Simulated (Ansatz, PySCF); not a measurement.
Caution: the highest occupied level lies above zero, so the state may not be bound. This triplet is an excited state, 1.21 eV above the relaxed singlet at the level frozen-core CCSD(T)/aug-cc-pVTZ // B3LYP-D3(BJ)/def2-TZVPD (Ansatz, a program for electronic structure).

B3LYP has the VWN-RPA correlation part, as in Gaussian. 

```xyz
3

Cl     1.5986    -0.3014     0.0000
B     -0.0019     0.6127     0.0000
Cl    -1.5967    -0.3113     0.0000
```

Charge -1, multiplicity 3.

Task: Give the Mulliken and meta-Löwdin atomic charges from B3LYP-D3(BJ)/def2-TZVPD (PySCF 2.14.0).

Result: 
```json
[
 {"atom": "Cl1", "Mulliken (e)": "-0.39", "meta-Löwdin (e)": "-0.27"},
 {"atom": "B2", "Mulliken (e)": "-0.21", "meta-Löwdin (e)": "-0.46"},
 {"atom": "Cl3", "Mulliken (e)": "-0.39", "meta-Löwdin (e)": "-0.27"}
]
```
